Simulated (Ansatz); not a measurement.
Consider the cleavage of the Ga–Ge bond: `[CH3][GaH][GeH2][F]` + `C[SeH]` → `[CH3][GaH][Se]C` + `[F][GeH3]`.

Calculated with Ansatz (gas phase, PBE0-D4/def2-TZVP geometries, no zero-point term in ΔE). CCSD(T)/CBS adds triple-zeta CCSD(T) − MP2 to the extrapolated MP2 energy (def2 sets, frozen cores). DFT in def2-TZVPP. For Ga, Ge, Se outer-core shells are correlated without core-valence functions, which leaves a few kJ/mol of doubt a bond. Scalar relativity is left out up to krypton. Each species was taken in one conformer, which may not be the lowest.

```csv
level,ΔE (kcal/mol)
PBE-D4,-17.3
r2SCAN,-18.9
HF/def2-TZVPP,-20.0
MP2/def2-TZVPP,-21.2
CCSD/def2-TZVPP,-19.0
MP2/def2-QZVPP,-21.3
SCS-MP2/def2-QZVPP,-20.6
CCSD/CBS(def2),-19.2
```

Problem. What does CCSD(T)/CBS give? (Best estimate.)

Solution. Computed: -19.7 kcal/mol. The listed levels differ from it by 2.4, 0.8, -0.3, -1.5, 0.7, -1.6, -0.9, 0.5 kcal/mol.

Largest T1 diagnostic among the species: 0.012.

From PBE to PBE0 (25 % exact exchange), in def2-TZVPP and without D4, ΔE moves by −1.0 kcal/mol. The D4 term adds −1.2 kcal/mol with B3LYP and −0.7 kcal/mol with PBE0; it sums over pairs of atoms, weighted by their polarisabilities, and B3LYP, whose exchange is more repulsive, gets the larger term.

B3LYP here is the variant with VWN-RPA as its local correlation; programs differ in this.
